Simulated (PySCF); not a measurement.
A structure optimised at ωB97X-D3(BJ)/def2-SVP, used in a PySCF frequency run:

```xyz
11

C      0.3068    -2.4677     0.0000
C      0.7188    -1.1959     0.0000
C     -0.2740    -0.0740     0.0000
O     -1.4737    -0.2820     0.0000
Si     0.2874     1.7760     0.0000
H     -0.7666    -2.6855     0.0000
H      1.0095    -3.3062     0.0000
H      1.7833    -0.9371     0.0000
H      1.7749     1.9033     0.0000
H     -0.2726     2.4212    -1.2189
H     -0.2726     2.4212     1.2189
```
Charge 0, spin multiplicity 1.

Question: Write its SMILES, formula and point group.

Answer: C=CC(=O)[SiH3], C3H6OSi, Cs

Question: What are its rotational constants (standard atomic weights)?

Answer: 8.9724, 2.3194, 1.8842 GHz
